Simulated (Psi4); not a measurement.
Pair of molecules, SMILES C with SMILES N#N (the first has 5 atoms); geometry from B3LYP-D3(BJ)/def2-TZVP, rigid monomers moved along the line of their centres of mass till C1···N6 is 3.26 Å.
(charge 0, multiplicity 1):
```csv
atom,x (Å),y (Å),z (Å)
C,0.0247,-0.0491,-0.0808
H,0.9642,0.3952,0.2449
H,-0.0788,-1.0406,0.3579
H,-0.8043,0.5791,0.2420
H,0.0184,-0.1295,-1.1668
N,0.0789,-0.4237,3.1580
N,-0.1855,0.6339,3.1224
```

Computed with SAPT0/jun-cc-pV(D+d)Z run with Psi4.

**Question.** Give the four SAPT terms and the total, and say what mostly holds the pair together.

**Answer.** electrostatics -30.6, exchange 99.5, induction -5.2, dispersion -46.6, total 17.0 meV; the largest attraction is dispersion.
